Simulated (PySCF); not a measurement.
# Gas-phase XPS of (H2Al-mu-SeH)2, computed

Compound: (H2Al-mu-SeH)2.
Structure used (PBE0-D3(BJ)/def2-SVP), in Å, numbered top down from 1:
```
atom  x, y, z in Å
Al1   -0.510   -1.182    1.087
H2    -2.049   -1.095    1.461
H3     0.554   -2.232    1.612
Se4    0.525    1.085    1.455
Al5    1.100    0.829   -0.978
H6     0.490    2.054   -1.780
H7     2.596    0.306   -0.996
Se8   -0.303   -1.204   -1.418
H9    -0.732    1.808    1.198
H10   -1.547   -0.447   -1.636
```

Computed with delta-SCF UKS SCAN, pcX-2 on the ionised atom, pcseg-1 elsewhere, spin-free X2C (PySCF 2.14.0). Each binding energy is the total energy of the core-ionised species, with the hole localised on one atom, minus that of the ground state; both are solved self-consistently, so orbital relaxation is included.

Task: What binding energy does each computed site have?

Result: 
| atom(s) | environment | level | binding energy (eV) | count |
| --- | --- | --- | --- | --- |
| Al1/Al5 | aluminium bonded to 2 Se and 2 H | Al 1s | 1566.73 | 2 |

Task: Which photon energy gives electrons from Al 1s of Al1/Al5 a kinetic energy of 20 eV, and what is their de Broglie wavelength?

Result: hν = 1566.73 + 20 = 1586.73 eV, recoil neglected; λ = 12.264 Å/√(E/eV) = 2.74 Å.

Task: Give the binding energy of Al 1s of Al1/Al5 in hartree and in kJ/mol.

Result: 1566.73 eV = 57.5763 Eh = 151166 kJ/mol.

Atoms equivalent by their bonding share one computed value, that of the first of them. No level of selenium is listed. The structure is a single PBE0-D3(BJ)/def2-SVP conformer in the gas phase; no vibrational or solvent corrections.
